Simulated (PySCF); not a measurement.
SMILES C[SiH2][SiH2][SeH] (CH8SeSi2) (GFN2-xTB optimised geometry):

```
12

C      1.722    -1.330     0.000
Si    -0.179    -1.330     0.000
Si    -0.987     0.855     0.000
Se     0.555     2.338    -0.878
H      2.112    -0.785    -0.856
H      2.123    -2.338    -0.044
H      2.118    -0.860     0.897
H     -0.658    -2.032     1.197
H     -0.651    -2.080    -1.171
H     -1.323     1.415     1.313
H     -2.123     1.125    -0.879
H      1.665     1.886    -0.090
```

Calculation: B3LYP/def2-TZVP run with PySCF 2.14.0.

**Question.** What are the frontier orbital energies and the dipole moment?

**Answer.** HOMO-2 -8.75 eV, HOMO-1 -8.10 eV, HOMO -6.58 eV, LUMO -0.95 eV, LUMO+1 -0.18 eV; dipole moment 1.59 D.

On the same geometry PySCF with PBE/def2-TZVP gives HOMO-2 -7.75 eV, HOMO-1 -7.22 eV, HOMO -5.70 eV, LUMO -1.57 eV, LUMO+1 -0.84 eV; dipole moment 1.53 D.

Meta-Löwdin charges at B3LYP/def2-TZVP: C1 -0.57, Si2 0.42, Si3 0.31, Se4 -0.24, H5 0.13, H6 0.13, H7 0.12, H8 -0.10, H9 -0.09, H10 -0.09, H11 -0.08, H12 0.06.
